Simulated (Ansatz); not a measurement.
The lowest singlet and triplet of GeH2 (SMILES [GeH2]); geometries from B3LYP-D3(BJ)/def2-TZVP, each state relaxed from the structure named, with no frequency check.
Singlet at the triplet's geometry (charge 0, multiplicity 1):
```xyz
3

Ge     0.000     0.046     0.000
H     -1.335    -0.736     0.000
H      1.340    -0.728     0.000
```

A positive gap puts the triplet lower; no zero-point energy. R- takes a restricted singlet. U- takes an unrestricted singlet (broken symmetry where lower, unprojected). The triplet is unrestricted in single-reference levels. Active spaces average the two states.

Frozen-core correlation. Filled d and f shells under p-block atoms count as core.

Codes used: Ansatz (a first-principles code) with Gaussian orbitals. Values without a source in brackets are computed.

```
level                                   gap E(singlet) − E(triplet), vertical, at the triplet's geometry (eV)
--------------------------------------  ---------------------------------------------------------------------
U-HF/cc-pVDZ (spin-contaminated)                                                                       -0.141
R-HF/cc-pVTZ                                                                                            0.089
R-PBE/def2-TZVPP                                                                                       -0.485
U-BHLYP/def2-TZVPP (spin-contaminated)                                                                 -0.580
R-B2PLYP/def2-TZVPP                                                                                    -0.565
R-CCSDT/cc-pVDZ                                                                                        -0.443
R-CCSDT/cc-pVTZ                                                                                        -0.503
FIC-MRCISD+Q on SA-CASSCF(6,6)/cc-pVQZ                                                                 -0.542
FCI/cc-pVDZ                                                                                                 ?
```

**Question.** Fill in the missing entries.

**Answer.** 
- FCI/cc-pVDZ, gap E(singlet) − E(triplet), vertical, at the triplet's geometry (eV): -0.457

Doubts at one or more of the structures used: a restricted determinant that unrestricted orbitals would lower (R-HF/cc-pVTZ, R-PBE/def2-TZVPP, R-B2PLYP/def2-TZVPP, R-CCSDT/cc-pVDZ, R-CCSDT/cc-pVTZ).
